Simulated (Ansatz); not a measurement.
Molecule: MnO (charge 0, sextet). The spin state was set by rule; other spins were not relaxed. 
Structure (B3LYP-D3(BJ)/def2-TZVP (Ansatz, a quantum-chemistry and plane-wave program) minimum search):
SMILES: [O]=[Mn]
```xyz
2

Mn     0.0000     0.0000    -0.3954
O      0.0000     0.0000     1.2356
```
Charge 0, spin multiplicity 6.

Basis-set convergence of Hartree-Fock and CCSD correlation energies (hartree) with Ansatz. Valence correlation only, unless marked. Open shells are spin-unrestricted. Spin-orbit coupling is left out. The frozen core is the preceding noble-gas configuration, with the filled d and f shells of earlier blocks. Non-relativistic.

The UHF reference is spin-contaminated (<S^2> 0.77 over the pure value in the largest basis). The T1 diagnostic of CCSD in the largest basis is 0.098, which is high, so the coupled-cluster rows are less sure than usual.

| basis | functions | E(HF) | E(corr, CCSD) |
|---|---|---|---|
| def2-SVP | 45 | -1224.43012 | -0.27476 |
| def2-TZVPP | 95 | -1224.68466 | -0.37362 |
| def2-QZVPP | 157 | -1224.71119 | -0.39872 |

Extrapolating the two largest sets (X = 3 and 4) as X^-3: E(corr) = (64·(-0.39872) - 27·(-0.37362))/37 = -0.4170 Eh, an estimate of the basis-set limit. The largest set recovers 95.6 % of it, the smallest 65.9 %.
